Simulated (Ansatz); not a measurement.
Two isomers of C3H6BCl: A = `B/C=C/CCl`, B = `CB/C=C/Cl`.

Computed with Ansatz on PBE0-D4/def2-TZVP structures; ΔE is electronic, products minus reactants. CBS: MP2 limit from def2 TZ/QZ plus the TZ coupled-cluster correction, frozen cores. Double bonds are as drawn, so ΔE can hold a change between cis and trans. DFT in def2-TZVPP. B3LYP here is the variant with VWN-RPA as its local correlation; programs differ in this. Each species was taken in one conformer, which may not be the lowest.

(1) Which is lower in electronic energy at CCSD(T)/CBS, and by how much? (Estimate.)

(2) Give E(B) − E(A) in kcal/mol with ωB97M-V, B3LYP, B2PLYP, MP2/def2-TZVPP, CCSD(T)/def2-TZVPP, r2SCAN-D4, HF/def2-TZVPP. (Best estimate.)

Largest T1 diagnostic: 0.011.

Answers

(1) Computed: B, by 11.9 kcal/mol.

(2) Computed: ωB97M-V -12.7, B3LYP -12.7, B2PLYP -12.4, MP2/def2-TZVPP -12.5, CCSD(T)/def2-TZVPP -12.0, r2SCAN-D4 -14.7, HF/def2-TZVPP -8.6. None reverses the order clearly.

In def2-TZVPP, CCSD(T) changes the Hartree–Fock value by −3.4 kcal/mol (the triples alone add −0.4 kcal/mol) and MP2 by −3.9 kcal/mol. From PBE to PBE0 (25 % exact exchange), in def2-TZVPP and without D4, E(B) − E(A) moves by +1.1 kcal/mol.
